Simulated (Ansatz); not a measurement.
Stepwise reaction of `F[SiH](F)N[SiH3]` with hydrogen, as a gas-phase model of exchange steps in deposition or etching. ΔE in kJ/mol.

Computed with Ansatz on PBE0-D4/def2-TZVP structures; ΔE is electronic, products minus reactants. CCSD(T)/CBS is the MP2 limit (def2-TZVPP, def2-QZVPP) plus CCSD(T) − MP2 in def2-TZVPP, frozen cores. This one scheme is used for every species. Functionals use def2-TZVPP. B3LYP here is the variant with VWN-RPA as its local correlation; programs differ in this. One conformer a species, not always the lowest.

```tsv
step	reaction	PBE-D4	B3LYP-D4	ωB97M-V	CCSD(T)/CBS
1	`F[SiH](F)N[SiH3]` + H₂ → `F[SiH2]N[SiH3]` + H–F	130.9	139.6	140.6	137.2
2	`F[SiH2]N[SiH3]` + H₂ → `[SiH3]N[SiH3]` + H–F	129.7	137.8	138.6	135.3
```

By hand: ΔE of the 2 steps together at CCSD(T)/CBS.

(137.2) + (135.3) = 272.5 kJ/mol, or 136.2 kJ/mol a step.

In ΔE the steps differ by no more than 1.9 kJ/mol. All are uphill at CCSD(T)/CBS. PBE-D4 differs from CCSD(T)/CBS by -6.3 to -5.6 kJ/mol a step. Only this route is followed, and other bonds may react first. Isolated molecules leave out the surface, adducts and barriers. Largest T1 diagnostic: 0.011.
